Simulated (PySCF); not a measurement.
Method: TPSSh-D3(BJ)/def2-TZVP // B3LYP-D3(BJ)/def2-SVP (PySCF). Isolated molecules, 0 K electronic values unless said otherwise. One relaxed conformer stands for a flexible species; it need not be the lowest. Excitations are Tamm–Dancoff values on a coarser integration grid. The basis has no diffuse functions, so Rydberg states are missing or too high.

Reference species (SMILES): `Bc1cccc(O)n1` (neutral, multiplicity 1).

```yaml
brightest of the four lowest singlets (TDA): 4.11 eV
HOMO: -6.58 eV
S1 oscillator strength: 0.001
```

After one change: the brightest of the four lowest singlets (TDA) rises by 0.04 eV; the HOMO rises by 0.12 eV; the S1 oscillator strength is nearly the same.

**Question.** Name the change that produced these shifts. The new species is one of these.
A. `Bc1cc(O)ccn1`
B. `Bc1ncccc1O`
C. `Bc1cnccc1O`
D. `Bc1ccc(O)cn1`

**Answer.** B, `Bc1ncccc1O`
